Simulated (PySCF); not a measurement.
A GIAO shielding run with PySCF (density fitting, non-relativistic, gas phase) on `[SiH2](CC)[C@@H](C)C[S@](C)=O`, C6H16OSSi:

```
$ OMP_NUM_THREADS=1 python probes_run.py task.json out

{"job": {"kind": "nmr", "xc": "PBE0", "basis": "pcSseg-1"}, "charge": 0, "multiplicity": 1}
C      3.380528     0.995066     0.369760
C      2.027496     0.325894     0.580296
Si     1.127571     0.007578    -1.069509
C     -0.463343    -1.011394    -0.764866
C     -0.163997    -2.460459    -0.386951
C     -1.362143    -0.377737     0.282080
S     -1.730453     1.364989    -0.219403
C     -3.211291     1.543841     0.881160
O     -2.255962     1.290702    -1.582615
H      4.023146     0.369183    -0.243806
H      3.882607     1.174041     1.319303
H      3.258065     1.948325    -0.137567
H      2.180520    -0.611704     1.117748
H      1.420675     0.961566     1.228510
H      0.828732     1.285253    -1.718802
H      1.983667    -0.805982    -1.946683
H     -1.025704    -1.014487    -1.703139
H      0.393792    -2.508477     0.546510
H     -1.086037    -3.027196    -0.258808
H      0.425129    -2.941903    -1.163055
H     -0.873768    -0.320314     1.254477
H     -2.302614    -0.922594     0.378337
H     -3.571163     2.563521     0.791805
H     -3.981325     0.855589     0.550751
H     -2.915063     1.340844     1.903603
```

Hardware: 1 thread of an Arm Neoverse V1, shared host. The job also computes population analyses, field gradients.

**Question.** How large is the calculation?

**Answer.** 90 electrons, 247 basis functions and 1325 auxiliary functions.

**Question.** How long does it take, and how much memory does it need?

**Answer.** 75 s of wall time, with 15 SCF cycles and 5 response iterations; peak memory 1.2 GiB. Times on a shared host scatter by some tens of per cent.
